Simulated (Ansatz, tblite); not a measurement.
Cost and result up the ladder for TiH4 (5 atoms). Total charge 0; singlet. Geometry: B3LYP-D4/def2-TZVP.

```xyz
5

Ti    0.000    0.000    0.000
H     0.824   -1.057    1.037
H    -0.950    1.063    0.916
H    -0.995   -0.892   -1.042
H     1.121    0.886   -0.911
```

Ansatz on 4 threads of Arm Neoverse V2 on a shared host; xTB runs through tblite on one thread. Times are rough, summed over both states, and most runs start from the orbitals of an earlier one. PBE0-D4/def2-TZVP serves as the yardstick here, not as an exact answer. The other state is a doublet.

The xTB rows come from tblite. HOMO above LUMO, or a gap near zero within one spin, warns that the state may not be the lowest or that an electron is smeared out.

Run but left out: HF/def2-TZVPP, MP2/def2-TZVPP, CCSD/def2-TZVPP, CCSD(T)/def2-TZVPP (charge +1 doublet: ⟨S²⟩ 1.49, where a pure state has 0.75).

Raw xTB energies of ions are shifted by several eV.

| level | functions | wall time | vertical IE (eV) | difference from PBE0-D4/def2-TZVP (eV) | remarks |
| --- | --- | --- | --- | --- | --- |
| GFN2-xTB | 13 | 0.002 s | 15.02 | 3.93 | – |
| GFN1-xTB | 17 | 0.004 s | 14.92 | 3.82 | – |
| PBE-D4/def2-TZVP | 69 | 0.95 s | 10.83 | -0.26 | gap within one spin near zero (+1 doublet) |
| r2SCAN-D4/def2-TZVP (with forces) | 69 | 2.2 s | 11.03 | -0.07 | – |
| PBE0-D4/def2-TZVP | 69 | 2.6 s | 11.09 | 0.00 | – |
